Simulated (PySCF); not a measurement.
A GIAO shielding run with PySCF 2.14 (density fitting, non-relativistic, gas phase) on `FC(C1=CC=CC(F)=[S+]1)(F)F`, [C6H3F4S]+:

```
$ OMP_NUM_THREADS=1 python probes_run.py task.json out

{"job": {"kind": "nmr", "xc": "PBE0", "basis": "pcSseg-1"}, "charge": 1, "multiplicity": 1}
F     -2.545569    -2.159927    -0.015085
C     -1.672924    -1.185367    -0.021033
C     -2.096315     0.126374    -0.088762
C     -1.207890     1.189266    -0.095871
C      0.177190     1.013591    -0.036800
C      0.769407    -0.222813     0.031171
C      2.294281    -0.330774     0.101610
F      2.741139     0.165672     1.250023
F      2.673364    -1.604075     0.019289
F      2.858417     0.344063    -0.891350
S     -0.046676    -1.723564     0.059631
H     -3.164217     0.304442    -0.137073
H     -1.600147     2.195648    -0.149793
H      0.819263     1.886990    -0.048123
```

Hardware: 1 thread of an Arm Neoverse N1, shared host. The job also computes population analyses, field gradients, ring-centre shieldings.

Q: How large is the calculation?

A: 90 electrons, 209 basis functions and 1105 auxiliary functions.

Q: How long does it take, and how much memory does it need?

A: 82 s of wall time, with 16 SCF cycles and 5 response iterations; peak memory 1 GiB. Times on a shared host scatter by some tens of per cent.
